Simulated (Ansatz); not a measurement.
Reaction (SMILES): Cl[Se] (Cl-Se) → Cl atom + Se atom
B3LYP-D3(BJ)/def2-TZVP geometries, fixed; electronic energies without zero-point terms.
Largest species:
```xyz
2

Se     0.0000     0.0000    -0.7157
Cl     0.0000     0.0000     1.4313
```
Charge 0, spin multiplicity 2.

The atomisation energy at CCSD(T) with Ansatz (an electronic-structure program), in kcal/mol, split into its Hartree-Fock and correlation parts. Cores are frozen (with 3d on Ga to Br). Open shells are unrestricted. No added dispersion term, no relativity. Functions are those of the species that has most.

```csv
basis,X,functions,Hartree-Fock,CCSD(T)
aug-cc-pV(D+d)Z,2,68,23.52,51.14
aug-cc-pV(T+d)Z,3,114,26.35,58.77
aug-cc-pV(Q+d)Z,4,182,26.70,61.80
```

Worked estimate of the basis-set limit from each neighbouring pair, with Hartree-Fock from the larger set and the correlation part extrapolated as X^-3.
Correlation parts: X = 2: 27.62, X = 3: 32.42, X = 4: 35.10.
- (2,3): (27·(32.42) - 8·(27.62))/19 = 34.44; with Hartree-Fock 26.35 the estimate is 60.79 kcal/mol.
- (3,4): (64·(35.10) - 27·(32.42))/37 = 37.06; with Hartree-Fock 26.70 the estimate is 63.76 kcal/mol.
The last two estimates differ by 2.96 kcal/mol; the largest set lies 1.96 from the last. Over the last step Hartree-Fock moves by 0.35 and the correlation part by 2.68.
